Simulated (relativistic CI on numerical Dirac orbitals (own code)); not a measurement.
**Crystal-field levels of Ag⁴⁺, 4d7**

Calculated by Dirac-Coulomb-Breit CI, orbitals from a KLI potential per configuration, model QED, valence Slater integrals scaled by 0.7, one configuration in a parametric crystal field (own radial code).

Field parameters in Wybourne normalisation: D4h B²₀ = −7Ds, B⁴₀ = 21(Dq − Dt), B⁴₄ = 21√(5/14) Dq. The field is a parameter set, without covalency.

S and J are read from ⟨S²⟩ = S(S + 1) and ⟨J²⟩ = J(J + 1) of each level; they are not fictitious spins.

D4h, 10Dq = 41400, Ds = -1500, Dt = -80 cm⁻¹, the lowest 10 levels:

```csv
E (cm⁻¹),Degeneracy,Irrep,S,J
0.0,2,Γ7,0.51,3.95
6268,2,Γ6,0.52,3.95
27366,2,Γ6,1.49,3.99
28127,2,Γ6,1.49,3.68
28944,2,Γ7,1.49,3.47
30241,2,Γ7,1.49,2.97
33057,2,Γ7,1.49,3.18
33424,2,Γ6,1.49,3.20
39498,2,Γ7,0.52,4.22
40589,2,Γ6,0.52,4.42
```

Principal g values of the ground doublet: 2.11, 2.11, 2.39.

D4h, 10Dq = 41400, Ds = 3000, Dt = -80 cm⁻¹, the lowest 16 levels:

| E (cm⁻¹) | Degeneracy | Irrep | S | J |
| --- | --- | --- | --- | --- |
| 0.0 | 2 | Γ6 | 0.51 | 3.95 |
| 11359 | 2 | Γ7 | 0.52 | 3.95 |
| 26406 | 2 | Γ6 | 1.49 | 3.64 |
| 26474 | 2 | Γ7 | 1.50 | 3.45 |
| 34333 | 2 | Γ6 | 1.44 | 3.86 |
| 35519 | 2 | Γ6 | 1.49 | 3.45 |
| 36289 | 2 | Γ7 | 1.48 | 3.20 |
| 37160 | 2 | Γ7 | 1.49 | 3.04 |
| 39101 | 2 | Γ7 | 0.54 | 3.87 |
| 39430 | 2 | Γ6 | 0.61 | 4.62 |
| 41823 | 2 | Γ6 | 0.52 | 3.75 |
| 42670 | 2 | Γ7 | 0.51 | 3.21 |
| 44615 | 2 | Γ6 | 0.52 | 2.91 |
| 49089 | 2 | Γ7 | 0.51 | 4.36 |
| 49191 | 2 | Γ6 | 0.51 | 4.58 |
| 53228 | 2 | Γ6 | 0.51 | 2.99 |

Principal g values of the ground doublet: 2.00, 2.30, 2.30.

D4h, 10Dq = 41400, Ds = 2590, Dt = -80 cm⁻¹, the lowest 10 levels:

```csv
E (cm⁻¹),Degeneracy,Irrep,S,J
0.0,2,Γ6,0.51,3.95
9755,2,Γ7,0.52,3.95
26356,2,Γ6,1.49,3.67
26452,2,Γ7,1.50,3.46
33212,2,Γ6,1.46,3.83
34366,2,Γ6,1.49,3.42
35124,2,Γ7,1.49,3.17
35964,2,Γ7,1.49,3.03
39349,2,Γ6,0.58,4.64
39452,2,Γ7,0.52,3.93
```

Principal g values of the ground doublet: 2.00, 2.30, 2.30.

The free-ion ground term has S = 3/2. The field overcomes the spin-pairing energy for D4h, 10Dq = 41400, Ds = -1500, Dt = -80 cm⁻¹; D4h, 10Dq = 41400, Ds = 3000, Dt = -80 cm⁻¹; D4h, 10Dq = 41400, Ds = 2590, Dt = -80 cm⁻¹, where the ground state has lower spin; these fields are assumed values.

Levels of this model without a field, named by their leading LS term (the scale mimics covalency, so terms lie below those of the real free ion): 4F_9/2 0, 4F_7/2 3625, 4F_5/2 5596, 4F_3/2 6764, 4P_3/2 12843, 4P_5/2 13678, 2G_9/2 14095, 4P_1/2 15759 cm⁻¹.
